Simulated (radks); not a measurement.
Results of a calculation; reference values are marked as such.
The germanium ion Ge2+, 30 electrons, occupied as [Ar] 3d10 4s2 (the NIST ground configuration).

Level of theory: Dirac Kohn-Sham, LDA (Slater exchange, Perdew-Zunger correlation), spin-unpolarised, spherical densities, finite nucleus; Fermi nuclear charge, rms radius 4.0742 fm (a radial shooting solver on a logarithmic mesh with Libxc functionals).

Energy parts (hartree):
part                       energy
total                 -2095.12446
kinetic                2138.75418
electron-nucleus      -5037.54288
Hartree                 879.75125
exchange-correlation    -76.08701

Orbitals (lengths in bohr, moments of r in powers of bohr):
orbital	occ.	eigenvalue (hartree)	<r>	small-component weight
1s1/2	2	-402.7031	0.04706	1.34e-02
2s1/2	2	-51.04438	0.2102	2.59e-03
2p1/2	2	-45.53615	0.1814	2.58e-03
2p3/2	4	-44.36714	0.1850	2.53e-03
3s1/2	2	-6.89960	0.6253	5.94e-04
3p1/2	2	-5.08267	0.6403	5.45e-04
3p3/2	4	-4.92497	0.6511	5.31e-04
3d3/2	4	-1.83334	0.7290	4.02e-04
3d5/2	6	-1.81167	0.7342	3.98e-04
4s1/2	2	-1.08894	1.933	8.05e-05

The highest occupied level is 4s1/2 at -29.632 eV. Summed over all electrons, <r^2> = 19.57 bohr^2, which gives a Langevin (diamagnetic) susceptibility term of -15.5 x 10^-6 cm^3/mol.
